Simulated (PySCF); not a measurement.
HOS, SMILES [O]S, multiplicity 2.

Coordinates come from a r2SCAN-D4/def2-TZVPD optimisation.

Calculation: B3LYP/def2-TZVPD run with PySCF.

The total energy comes out as -474.03231 hartree. The point group is Cs. The α spin, highest occupied and lowest empty level is -7.21 and -0.79 eV. The β spin, highest occupied and lowest empty level is -8.15 and -3.73 eV and the dipole moment is 2.28 D. The quadrupole, principal values (traceless, Buckingham form, about the centre of nuclear charge) is -2.25, 0.08, 2.17 D·Å, the mean static polarisability is 26.4 bohr³ (3.91 Å³) and the polarisability, principal values is 21.6, 24.9, 32.7 bohr³. The ⟨S²⟩ is 0.756 (pure state 0.75).
